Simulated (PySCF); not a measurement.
Correlation energy of Cd³⁰⁺ (cadmium, charge +30)

[Ar], closed-shell 1S. Calculation: PySCF 2.14, in an uncontracted even-tempered set (16 s from 4.4 bohr⁻², ratio 2.5; 11 p from 5.7 bohr⁻², ratio 2.5; 5 d from 27 bohr⁻², ratio 2.7; 4 f from 41 bohr⁻², ratio 2.7); the non-relativistic Hamiltonian (point nucleus). Frozen: 1s2; 16 electrons correlated; the 17 highest virtual orbitals of each spin left out.

```
  level  correlation energy (mhartree)
   CCSD                        -621.55
    (T)                          -1.54
CCSD(T)                        -623.09
```

Diagnostics: T1 = 0.00044, D1 = 0.0010, largest double amplitude 0.017.

Q: Is a single reference adequate?

A: Yes, within this model without spin-orbit coupling: T1 lies below 0.03 and no double amplitude reaches 0.07.

At this charge a non-relativistic calculation is a model, useful for the Z dependence of the correlation energy.
